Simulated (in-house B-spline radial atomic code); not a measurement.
# How G0W0 and RPA depend on the start: Kr7+

Configuration [Ar] 3d10 4s1, highest spin. Computed with an all-electron radial atomic-structure program (B-spline basis): all electrons, non-relativistic, point nucleus, each spin shell either full or empty, empty states to l = 9 with an (l + 1/2)⁻⁴ tail; G0W0 by contour deformation at full frequency.

```json
{"start": "Hartree-Fock", "mean-field 4s up (eV)": "-122.93", "G0W0 (eV)": "-124.60", "QP weight": "0.986", "RPA correlation (Eh)": "-2.0311"}
{"start": "LDA VWN5", "mean-field 4s up (eV)": "-118.11", "G0W0 (eV)": "-125.19", "QP weight": "0.975", "RPA correlation (Eh)": "-2.1926"}
{"start": "PBE", "mean-field 4s up (eV)": "-117.63", "G0W0 (eV)": "-125.12", "QP weight": "0.976", "RPA correlation (Eh)": "-2.189"}
{"start": "PBE0", "mean-field 4s up (eV)": "-119.12", "G0W0 (eV)": "-124.97", "QP weight": "0.979", "RPA correlation (Eh)": "-2.1456"}
{"start": "r2SCAN", "mean-field 4s up (eV)": "-117.93", "G0W0 (eV)": "-125.03", "QP weight": "0.977", "RPA correlation (Eh)": "-2.1595"}
{"start": "HSE06", "mean-field 4s up (eV)": "-118.90", "G0W0 (eV)": "-125.00", "QP weight": "0.978", "RPA correlation (Eh)": "-2.1482"}
{"start": "B3LYP (VWN-RPA)", "mean-field 4s up (eV)": "-119.23", "G0W0 (eV)": "-125.03", "QP weight": "0.978", "RPA correlation (Eh)": "-2.1557"}
{"start": "SCAN", "mean-field 4s up (eV)": "-118.16", "G0W0 (eV)": "-125.03", "QP weight": "0.977", "RPA correlation (Eh)": "-2.1581"}
{"start": "TPSS", "mean-field 4s up (eV)": "-117.38", "G0W0 (eV)": "-125.12", "QP weight": "0.976", "RPA correlation (Eh)": "-2.1804"}
{"start": "BHandHLYP", "mean-field 4s up (eV)": "-120.83", "G0W0 (eV)": "-124.86", "QP weight": "0.982", "RPA correlation (Eh)": "-2.1063"}
{"start": "CAM-B3LYP", "mean-field 4s up (eV)": "-121.13", "G0W0 (eV)": "-124.96", "QP weight": "0.981", "RPA correlation (Eh)": "-2.1429"}
{"start": "LC-wPBE", "mean-field 4s up (eV)": "-122.60", "G0W0 (eV)": "-124.96", "QP weight": "0.983", "RPA correlation (Eh)": "-2.1502"}
{"start": "wB97X", "mean-field 4s up (eV)": "-121.57", "G0W0 (eV)": "-124.86", "QP weight": "0.983", "RPA correlation (Eh)": "-2.1369"}
{"start": "PBEsol", "mean-field 4s up (eV)": "-117.61", "G0W0 (eV)": "-125.14", "QP weight": "0.976", "RPA correlation (Eh)": "-2.19"}
{"start": "BLYP", "mean-field 4s up (eV)": "-117.89", "G0W0 (eV)": "?", "QP weight": "?", "RPA correlation (Eh)": "?"}
{"start": "r2SCAN0", "mean-field 4s up (eV)": "-119.40", "G0W0 (eV)": "?", "QP weight": "?", "RPA correlation (Eh)": "?"}
{"start": "LDA exchange-only", "mean-field 4s up (eV)": "-116.90", "G0W0 (eV)": "-125.22", "QP weight": "0.976", "RPA correlation (Eh)": "-2.1927"}
```

What G0W0 level, weight and RPA correlation energy follow from the BLYP start?

G0W0 level -125.15 eV, weight 0.976, RPA correlation -2.1907 hartree.

What G0W0 level, weight and RPA correlation energy follow from the r2SCAN0 start?

G0W0 level -124.91 eV, weight 0.980, RPA correlation -2.1256 hartree.

How much of the dependence on the start does G0W0 remove?

The mean-field levels span 6.03 eV and the G0W0 levels 0.616 eV. Against 125.802 ± 0.003 eV (NIST, measured) the G0W0 removal energies are off by -1.20 to -0.58 eV, with relativity, Breit and QED terms left out.
